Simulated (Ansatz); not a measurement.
```yaml
crystal:
  periodic: [false, false, false]
  atoms:
    - {symbol: Zn, position_ang: [-0.000536, 0.000170, -0.000051]}
    - {symbol: Br, position_ang: [-0.015459, 0.483436, 1.988637]}
    - {symbol: Br, position_ang: [0.016004, -0.483605, -1.988596]}
basis:
  gaussian: {orbitals: cc-pVTZ}
magnetization: {spin_polarized: true, initial_magnetization: 2}
hamiltonian: {xc: {name: rPW86-PBE}, dispersion: d4}
scf: {omitted_lower_state_checks: [starts]}
output: {forces: true}
```

```sh
$ ansatz run in.yaml --threads 4 --pin off --events-out ev --progress --plain --max-ram 3916MiB
```

Output, abridged:

```
Functional definition: rPW86-PBE
1258 factors; their error is unknown
mean field evaluation 1: about -188574.5497 eV, gradient 5.8e1 eV
mean field evaluation 2: about -188551.8794 eV, gradient 1.4e2 eV
mean field evaluation 4: about -188579.9048 eV, gradient 4.8e0 eV
mean field evaluation 8: about -188580.0118 eV, gradient 2.0e0 eV
mean field evaluation 16: about -188580.0122 eV, gradient 4.1e-2 eV
mean field evaluation 32: about -188580.0122 eV, gradient 1.1e-7 eV
mean field -188580.01217616 eV, -6930.1876233507 hartree, gradient 3.2e-9 eV, S^2 2.001461; 0 other end points of the search recorded, 0 dependent functions left out
reference -188580.01227505 eV, -6930.1876269846 hartree; 51, 49 occupied and 103, 105 virtual orbitals, 1258 factors
Total energy: -188580.10669735 eV, -6930.1910969402 hartree
Atom 0 at    -0.000536     0.000170    -0.000051 Å, force    -0.011300     0.003567    -0.000957 eV/Å
Atom 1 at    -0.015459     0.483436     1.988637 Å, force    -0.045429     1.568173     6.457375 eV/Å
Atom 2 at     0.016004    -0.483605    -1.988596 Å, force     0.056729    -1.571740    -6.456418 eV/Å
Dipole moment:     0.001780    -0.000562     0.000151 e Å
Checks for a lower state left out: starts
```

Hardware: 4 threads of Arm Neoverse V2 on a shared host. Wall time 85 s.
